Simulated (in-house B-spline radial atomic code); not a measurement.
# Binding energies in In⁸⁺

NIST's tabulated ground configuration is [Kr] 4d5; each binding energy is the energy of the ion with one electron taken from that subshell, relaxed, less that of the parent. Method: Dirac-Hartree-Fock, average of configuration, Fermi nucleus of rms radius 4.6156 fm. Calculated with a radial B-spline atomic code at the basis-set limit. Energies include first-order Breit, QED and recoil terms.

| subshell | X-ray name | binding energy (eV) | -ε (eV) | relaxation (eV) |
| --- | --- | --- | --- | --- |
| 1s | K | 28099.3 | 28247.6 | 58.3 |
| 2s | L1 | 4405.3 | 4442.9 | 28.3 |
| 2p1/2 | L2 | 4100.1 | 4140.7 | 31.6 |
| 3s | M1 | 986.3 | 997.1 | 9.3 |
| 3p1/2 | M2 | 863 | 874.0 | 9.7 |
| 3p3/2 | M3 | 824.4 | 834.5 | 9.3 |
| 4s | N1 | 274.2 | 276.1 | 1.6 |
| 4p1/2 | N2 | 229.4 | 231.1 | 1.5 |
| 4p3/2 | N3 | 221.9 | 223.5 | 1.4 |
| 4d | N4,5 | 154 | 155.0 | 1.1 |

Relaxation = -ε minus the binding energy without Breit, QED and recoil terms.

Emission lines follow as differences of binding energies, with λ = 12398.42 eV·Å / E:

```csv
line,holes,energy (eV),wavelength (Å)
K-L2,1s → 2p1/2,23999.2,0.51662
K-M3,1s → 3p3/2,27274.9,0.45457
L1-M3,2s → 3p3/2,3580.9,3.4624
```

(1) What does it cost to remove both a 2s and a 3p3/2 electron?

(2) What does it cost to remove two 4p1/2 electrons?

(3) What does it cost to remove both a 4p1/2 and a 4d electron?

Answers

(1) 5292.3 eV, which is 62.6 eV more than the two single binding energies together.

(2) 484.64 eV, which is 25.82 eV more than the two single binding energies together.

(3) 406.05 eV, which is 22.67 eV more than the two single binding energies together.
